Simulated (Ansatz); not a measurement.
Start from `C[S][Hf]([OH])([S]C)[S]C` and change one atom or group to get `C[S][Hf]([S]C)([S]C)[S]C`.

Ansatz, PBE0-D4/def2-TZVP geometries, multiplicity 1. Each molecule was computed in one conformer, which needn't be the lowest. `C[S][Hf]([S]C)([S]C)[S]C` holds a close contact that its SMILES doesn't draw: H···Hf 2.72 Å.

Elements past krypton have def2 core potentials.

```
                             property  `C[S][Hf]([OH])([S]C)[S]C`
 HOMO–LUMO gap (PBE0/def2-TZVPP) / eV                        5.85
    LUMO energy (PBE/def2-TZVPP) / eV                       -1.89
   HOMO energy (PBE0/def2-TZVPP) / eV                       -6.94
   LUMO energy (PBE0/def2-TZVPP) / eV                       -1.09
HOMO energy (ωB97M-V/def2-TZVPP) / eV                       -9.10
  LUMO energy (B3LYP/def2-TZVPP) / eV                       -1.28
```

Problem. Give the same properties after the change, and the shifts. (Best estimate.)

Solution. Computed: 
```tsv
property	`C[S][Hf]([S]C)([S]C)[S]C`	shift
HOMO–LUMO gap (PBE0/def2-TZVPP) / eV	5.07	-0.78
LUMO energy (PBE/def2-TZVPP) / eV	-2.53	-0.64
HOMO energy (PBE0/def2-TZVPP) / eV	-6.83	0.11
LUMO energy (PBE0/def2-TZVPP) / eV	-1.76	-0.67
HOMO energy (ωB97M-V/def2-TZVPP) / eV	-8.95	0.15
LUMO energy (B3LYP/def2-TZVPP) / eV	-1.94	-0.66
```

With PBE0 the HOMO rises by 0.11 eV and the LUMO falls by 0.67 eV, so the gap narrows by about 0.78 eV. PBE moves the HOMO by 0.09 eV and ωB97M-V by 0.15 eV.

Positive LUMOs are unbound, so they and the gaps depend on the basis.

B3LYP here is the variant with VWN-RPA as its local correlation; programs differ in this.
